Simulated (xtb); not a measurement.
C₂H₇N₂, doublet, from a rough starting geometry; GFN2-xTB (xtb).

Here is a job for xtb.
```
$ xtb mol.xyz --gfn 2 --uhf 1 --opt vtight --json

# file mol.xyz
11

N      1.85433374    -0.22392229     0.05307343
C      0.72866874     0.56984975    -0.21869169
C     -0.63279212     0.00836570    -0.57585271
N     -1.28288070    -0.45864152     0.61184735
H      1.47921813    -1.16148276     0.16600317
H      2.40753519     0.11017717     0.79646167
H      0.86870862     1.62842825     0.14569509
H     -1.18116419     0.81334109    -1.13155666
H     -0.43810397    -0.82374138    -1.26419307
H     -1.44658073     0.28015017     1.30015411
H     -2.19730189    -0.80572803     0.28775028
```

**Question.** Write the output that xtb gives for this input, abridged.

**Answer.** 
```
   ID    Z sym.   atoms
    1    7 N      1, 4
    2    6 C      2, 3
    3    1 H      5-11

           -------------------------------------------------
          |                Calculation Setup                |
           -------------------------------------------------

           -------------------------------------------------
          |                 G F N 2 - x T B                 |
           -------------------------------------------------

          ...................................................
          :                      SETUP                      :
          :.................................................:
          :  # basis functions                  23          :
          :  # atomic orbitals                  23          :
          :  # shells                           15          :
          :  # electrons                        25          :
          :  max. iterations                   250          :
          :  Hamiltonian                  GFN2-xTB          :
          :  restarted?                      false          :
          :  GBSA solvation                  false          :
          :  PC potential                    false          :
          :  electronic temp.          300.0000000     K    :
          :  accuracy                    1.0000000          :
          :  -> integral cutoff          0.2500000E+02      :
          :  -> integral neglect         0.1000000E-07      :
          :  -> SCF convergence          0.1000000E-05 Eh   :
          :  -> wf. convergence          0.1000000E-03 e    :
          :  Broyden damping             0.4000000          :
          :  net charge                          0          :
          :  unpaired electrons                  1          :
          ...................................................

 iter      E             dE          RMSdq      gap      omega  full diag
   1    -13.6905497 -0.136905E+02  0.340E+00    8.87       0.0  T
   2    -13.7368322 -0.462825E-01  0.204E+00    8.40       1.0  T
   3    -13.7433247 -0.649250E-02  0.112E+00    8.78       1.0  T
   4    -13.7436143 -0.289637E-03  0.287E-01    8.68       1.0  T
   5    -13.7436679 -0.536236E-04  0.548E-02    8.68       1.0  T
   6    -13.7436721 -0.419924E-05  0.262E-02    8.68       1.2  T
   7    -13.7436723 -0.155503E-06  0.495E-03    8.69       6.1  T
   8    -13.7436725 -0.154522E-06  0.155E-03    8.69      19.5  T
   9    -13.7436725 -0.138353E-08  0.282E-04    8.69     107.0  T
  10    -13.7436725 -0.101879E-09  0.679E-05    8.69     443.8  T

   *** convergence criteria satisfied after 10 iterations ***

         :::::::::::::::::::::::::::::::::::::::::::::::::::::
         ::                     SUMMARY                     ::
         :::::::::::::::::::::::::::::::::::::::::::::::::::::
         :: total energy             -13.584319312135 Eh    ::
         :: gradient norm              0.092346914366 Eh/a0 ::
         :: HOMO-LUMO gap              8.685660669820 eV    ::
         ::.................................................::
         :: SCC energy               -13.743669481491 Eh    ::
         :: -> isotropic ES            0.019156042125 Eh    ::
         :: -> anisotropic ES          0.003974666714 Eh    ::
         :: -> anisotropic XC          0.012092041450 Eh    ::
         :: -> dispersion             -0.004687897383 Eh    ::
         :: repulsion energy           0.159350169356 Eh    ::
         :: add. restraining           0.000000000000 Eh    ::
         :: total charge               0.000000000000 e     ::
         :::::::::::::::::::::::::::::::::::::::::::::::::::::

      -----------------------------------------------------------
     |                   =====================                   |
     |                        A N C O P T                        |
     |                   =====================                   |
     |               Approximate Normal Coordinate               |
     |                Rational Function Optimizer                |
      -----------------------------------------------------------
      -----------------------------------------------------------
     |                   =====================                   |
     |                        A N C O P T                        |
     |                   =====================                   |
     |               Approximate Normal Coordinate               |
     |                Rational Function Optimizer                |
      -----------------------------------------------------------

          ...................................................
          :                      SETUP                      :
          :.................................................:
          :   optimization level         verytight          :
          :   max. optcycles                   220          :
          :   ANC micro-cycles                  20          :
          :   degrees of freedom                27          :
          :.................................................:
          :   RF solver                   davidson          :
          :   write xtbopt.log                true          :
          :   linear?                        false          :
          :   energy convergence         0.1000000E-06 Eh   :
          :   grad. convergence          0.2000000E-03 Eh/α :
          :   maxmium RF displ.          1.0000000          :
          :   Hlow (freq-cutoff)         0.1000000E-01      :
          :   Hmax (freq-cutoff)         5.0000000          :
          :   S6 in model hess.         20.0000000          :
          ...................................................

generating ANC from exact Hessian ...
Using Lindh-Hessian (1995)
 Shifting diagonal of input Hessian by    4.1540718006204611E-003
 Lowest  eigenvalues of input Hessian
    0.000000    0.000000    0.000000    0.000000    0.000000    0.000000
[...]
 * total energy  :   -13.5937786 Eh     change       -0.1285519E-05 Eh
 * total energy  :   -13.5937799 Eh     change       -0.1233465E-05 Eh
 * total energy  :   -13.5937811 Eh     change       -0.1191982E-05 Eh
 * total energy  :   -13.5937814 Eh     change       -0.3874079E-06 Eh
 * total energy  :   -13.5937819 Eh     change       -0.4589479E-06 Eh
 * total energy  :   -13.5937825 Eh     change       -0.6358963E-06 Eh
 * total energy  :   -13.5937833 Eh     change       -0.7631729E-06 Eh
 * total energy  :   -13.5937840 Eh     change       -0.6954521E-06 Eh
 * total energy  :   -13.5937845 Eh     change       -0.4924238E-06 Eh
 * total energy  :   -13.5937848 Eh     change       -0.2999824E-06 Eh
 * total energy  :   -13.5937850 Eh     change       -0.1744577E-06 Eh
 * total energy  :   -13.5937851 Eh     change       -0.1017994E-06 Eh
 * total energy  :   -13.5937851 Eh     change       -0.6180619E-07 Eh
   *** GEOMETRY OPTIMIZATION CONVERGED AFTER 31 ITERATIONS ***
[...]

         :::::::::::::::::::::::::::::::::::::::::::::::::::::
         ::                     SUMMARY                     ::
         :::::::::::::::::::::::::::::::::::::::::::::::::::::
         :: total energy             -13.593785132211 Eh    ::
         :: gradient norm              0.000016362969 Eh/a0 ::
         :: HOMO-LUMO gap              8.205551862072 eV    ::
         ::.................................................::
         :: SCC energy               -13.763209300595 Eh    ::
         :: -> isotropic ES            0.019612945075 Eh    ::
         :: -> anisotropic ES          0.003884823919 Eh    ::
         :: -> anisotropic XC          0.011488148413 Eh    ::
         :: -> dispersion             -0.004702536248 Eh    ::
         :: repulsion energy           0.169424168384 Eh    ::
         :: add. restraining           0.000000000000 Eh    ::
         :: total charge               0.000000000000 e     ::
         :::::::::::::::::::::::::::::::::::::::::::::::::::::

           -------------------------------------------------
          |                Property Printout                |
           -------------------------------------------------

    * Orbital Energies and Occupations

         #    Occupation            Energy/Eh            Energy/eV
      -------------------------------------------------------------
         1        2.0000           -0.6222369             -16.9319
         2        2.0000           -0.6082068             -16.5501
         3        2.0000           -0.5770346             -15.7019
         4        2.0000           -0.5524119             -15.0319
         5        2.0000           -0.5293443             -14.4042
         6        2.0000           -0.5181909             -14.1007
         7        2.0000           -0.5018851             -13.6570
         8        2.0000           -0.4737785             -12.8922
         9        2.0000           -0.4636647             -12.6170
        10        2.0000           -0.4321057             -11.7582
        11        2.0000           -0.4221358             -11.4869
        12        2.0000           -0.3630896              -9.8802
        13        1.0000           -0.2561091              -6.9691 (HOMO)
        14                          0.0454394               1.2365 (LUMO)
        15                          0.0721540               1.9634
        16                          0.1329329               3.6173
        17                          0.1492308               4.0608
        18                          0.1523367               4.1453
        19                          0.1841813               5.0118
        20                          0.2089744               5.6865
        21                          0.2369517               6.4478
        22                          0.3302636               8.9869
        23                          0.3939161              10.7190
      -------------------------------------------------------------
                  HL-Gap            0.3015485 Eh            8.2056 eV
             Fermi-level           -0.2074671 Eh           -5.6455 eV

     #   Z          covCN         q      C6AA      α(0)
     1   7 N        2.631    -0.253    26.578     7.657
     2   6 C        2.818    -0.054    29.324     8.873
     3   6 C        3.732     0.022    20.297     6.431
     4   7 N        2.629    -0.354    29.116     8.014
     5   1 H        0.860     0.172     1.264     1.761
     6   1 H        0.860     0.153     1.378     1.839
     7   1 H        0.926     0.014     2.829     2.630
     8   1 H        0.923     0.005     2.974     2.697
     9   1 H        0.924     0.036     2.509     2.477
    10   1 H        0.860     0.130     1.548     1.949
    11   1 H        0.860     0.130     1.548     1.949

 Mol. C6AA /au·bohr⁶  :        912.048949
 Mol. C8AA /au·bohr⁸  :      18684.621003
 Mol. α(0) /au        :         46.275724

Wiberg/Mayer (AO) data.
largest (>0.10) Wiberg bond orders for each atom

 ---------------------------------------------------------------------------
     #   Z sym  total        # sym  WBO       # sym  WBO       # sym  WBO
 ---------------------------------------------------------------------------
     1   7 N    3.264 --     2 C    1.318     6 H    0.957     5 H    0.950
     2   6 C    3.423 --     1 N    1.318     3 C    1.053     7 H    0.975
     3   6 C    3.986 --     2 C    1.053     4 N    0.981     8 H    0.971
                             9 H    0.961
     4   7 N    2.991 --     3 C    0.981    10 H    0.971    11 H    0.969
     5   1 H    0.971 --     1 N    0.950
     6   1 H    0.976 --     1 N    0.957
     7   1 H    1.000 --     2 C    0.975
     8   1 H    1.000 --     3 C    0.971
     9   1 H    0.998 --     3 C    0.961
    10   1 H    0.983 --     4 N    0.971
    11   1 H    0.983 --     4 N    0.969
 ---------------------------------------------------------------------------

Topologies differ in total number of bonds
Writing topology from bond orders to xtbtopo.mol

molecular dipole:
                 x           y           z       tot (Debye)
 q only:        0.154      -0.117       0.194
   full:       -0.224       0.114       0.388       1.176
molecular quadrupole (traceless):
                xx          xy          yy          xz          yz          zz
 q only:        1.661      -0.800      -0.906       1.629       0.452      -0.755
  q+dip:        2.406      -0.960      -0.683       3.494       1.678      -1.723
   full:        2.489      -0.817      -1.076       3.295       1.512      -1.413

optimized geometry written to: xtbopt.xyz

           -------------------------------------------------
          | TOTAL ENERGY              -13.593785132211 Eh   |
          | GRADIENT NORM               0.000016362969 Eh/α |
          | HOMO-LUMO GAP               8.205551862072 eV   |
           -------------------------------------------------
```
